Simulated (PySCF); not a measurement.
Ti⁺: interval between two levels

Ti⁺ [Ar] 3d2 4s1 [4F9/2, M_J = 9/2] → Ti⁺ [Ar] 3d2 4p1 [4G11/2, M_J = 11/2], as a difference of total energies. All numbers are calculated (PySCF 2.14, the two-component X2C-1e Hamiltonian, in x2c-TZVPall-2c). Correlated levels: [Ne] frozen; the 6 highest virtual spinors dropped. "Screened" scales the spin-orbit matrix elements by Boettger's factors to mimic the two-electron term; Breit and QED terms are absent.

| method | interval between two levels (cm⁻¹) |
| --- | --- |
| GHF (spin-free) | 27949 |
| GMP2 (spin-free) | 29674 |
| GHF (screened spin-orbit) | 28069 |
| GMP2 (screened spin-orbit) | 29810 |

Errors of the correlated levels include the incompleteness of this basis and the frozen core.

The labels give the starting determinants; with spin-orbit coupling the two ends relaxed to ⟨J²⟩ = 24.75, ⟨L²⟩ = 12.00, ⟨S²⟩ = 3.75 and ⟨J²⟩ = 35.76, ⟨L²⟩ = 20.01, ⟨S²⟩ = 3.75.

For comparison: 29847 cm⁻¹ (measured; NIST Handbook of Basic Atomic Spectroscopic Data (Sansonetti and Martin, J. Phys. Chem. Ref. Data 34, 1559 (2005))).
